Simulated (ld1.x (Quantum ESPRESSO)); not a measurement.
## thulium: TM pseudisation with PBEsol, scalar-relativistic reference atom.

- Element: thulium (Tm)
- Generator: ld1.x (Quantum ESPRESSO) 7.5
- Type: norm-conserving Troullier–Martins (Kleinman–Bylander form)
- Functional: PBEsol
- Relativity: scalar-relativistic
- Frozen core: [Kr] 4d10 4f13
- Valence charge: 10
- Reference configuration: 5s2 5p6 5d0 6s2 6p0
- Partial waves: 5p (bound): rc 2.25 bohr; 5d (bound, empty): rc 3.80 bohr; 5s (bound): rc 1.65 bohr
- Local potential: the s channel
- Core correction: a·sin(br)/r model core, default radius (core density twice the valence density)

Occupied shells without a wave of their own: 6s. They enter only through the test configuration that unscreens the potential, and ld1.x also counts them in the model core charge.

All-electron outer shells of the reference configuration (PBEsol, scalar-relativistic, ld1.x):

```csv
shell,level (eV),outermost node (bohr),outermost maximum (bohr)
4d,-171.48,0.24,0.50
5s,-53.42,0.59,1.10
5p,-26.94,0.64,1.26
6s,-3.89,1.49,3.33
4f,-3.14,–,0.50
6p,-1.10,1.84,4.67
5d,-0.80,0.72,2.10
```

What the tests gave:

```
Cutoffs needed           : 55 Ry and 90 Ry (the cutoffs (Ry, on a coarse ladder) from which the occupation-weighted sum of valence levels, in a spherical-Bessel basis at the reference potential, stays within 10 and 1 mRy of its value at 400 Ry)
Ghost test               : no extra level below or beside the all-electron valence levels (p, d, s, f tested) (spherical-Bessel basis up to 400 Ry, 20 bohr box)
Largest excitation error : -1784 meV (all-electron minus pseudo) for 5s2 5p6 5d0 6s0 6p0, out of 7 test configurations
```

ld1.x takes every shell without a wave as core, so the model core holds the 6s electrons as well and exchange and correlation see them twice. This cancels in the reference configuration, but the file is broken for other ones, and its errors say nothing about a proper core correction.

Generation and tests took about 2.7 s on one core of a shared server CPU.
